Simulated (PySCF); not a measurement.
A side-by-side comparison of computed properties.

First species: C₈H₁₁N.
Z-matrix (Å and degrees, PBE0-D3(BJ)/def2-SVP geometry), rows numbered from 1:
```
C 
N   1  1.4329
C   2  1.3781  1  122.53
C   3  1.4050  2  121.79  1    -8.76
C   4  1.3930  3  120.67  2  -178.36
C   5  1.3907  4  120.61  3    -0.54
C   6  1.3957  5  118.84  4     0.23
C   7  1.3924  6  121.96  5     0.16
C   8  1.4989  3  119.69  2    -0.73
H   1  1.1085  2  113.58  3   -58.17
H   1  1.1029  2  111.09  3    63.07
H   1  1.0987  2  109.22  3  -178.90
H   2  1.0094  1  116.07  3   151.77
H   4  1.0908  3  119.96  2     1.64
H   5  1.0932  4  119.17  3   179.80
H   6  1.0919  5  120.79  4  -179.79
H   7  1.0943  6  119.65  5   179.87
H   9  1.1058  8  112.02  3   -63.19
H   9  1.0984  8  111.15  3   177.04
H   9  1.1039  8  111.45  3    56.67
```

Second species: C8H10O.
Numbering: `[CH:1]#[C:2][C@@H:3]1[CH2:4][CH2:5][CH2:6][C@@H:7]2[O:8][C@H:9]12` (hydrogens: H10 on C1; H11 on C3; H12, H13 on C4; H14, H15 on C5; H16, H17 on C6; H18 on C7; H19 on C9)

Levels: B3LYP/def2-SVPD for HOMO energy, LUMO energy, HOMO–LUMO gap and static isotropic polarisability; TDDFT B3LYP/def2-SVPD for lowest singlet excitation; TDA B3LYP/def2-SVPD for lowest triplet excitation (Tamm–Dancoff); ΔSCF B3LYP/def2-SVPD for vertical ionisation energy. Geometries: PBE0-D3(BJ)/def2-SVP. Each species is one conformer at its optimised geometry, gas phase, non-relativistic unless stated; the electronic structure was computed with PySCF and density fitting.

Dipoles, sizes and rotational constants follow the conformer. The torsions of the flexible species, by atom-mapped SMILES:
- `[CH3:1][NH:2][c:3]1[cH:4][cH:5][cH:6][cH:7][c:8]1[CH3:9]`: C1–N2–C3–C4 -9°

The conformers of `C#C[C@@H]1CCC[C@@H]2O[C@H]12` aren't listed.

Problem. Which of the two has the higher HOMO energy, and by how much?

Solution. The first: -5.44 eV against -7.40 eV, a difference of 1.96 eV.

Problem. Which of the two has the higher vertical ionisation energy, and by how much?

Solution. The second: 9.43 eV against 7.32 eV, a difference of 2.11 eV.

Problem. Which has the higher static isotropic polarisability?

Solution. The first: 106.6 au against 91.8 au, a difference of 14.8 au.

Problem. Which has the higher T1 energy?

Solution. The second: 5.37 eV against 3.78 eV, a difference of 1.59 eV.

Problem. Which has the higher LUMO energy?

Solution. The second: 0.30 eV against -0.10 eV, a difference of 0.40 eV.

Problem. Which has the higher HOMO–LUMO gap?

Solution. The second: 7.70 eV against 5.34 eV, a difference of 2.36 eV.

Problem. Which has the higher S1 energy?

Solution. The second: 6.53 eV against 4.64 eV, a difference of 1.89 eV.

On the first: The principal polarisabilities are 66.9, 118.1 and 134.8 au; their mean is the isotropic value. The vertical singlet–triplet gap S1 − T1 is 0.86 eV (TDDFT singlet less Tamm–Dancoff triplet; S1: HOMO→LUMO, weight 0.89; T1: HOMO→LUMO, weight 0.59).

On the second: The polarisability is 13.60 Å³ as a volume (1 au = 0.148185 Å³), or 1.39 au for each of the 66 electrons. S1 lies 1.17 eV below the HOMO–LUMO gap; its leading configuration is HOMO−1→LUMO+1, weight 0.30, beside HOMO→LUMO+2, weight 0.27.
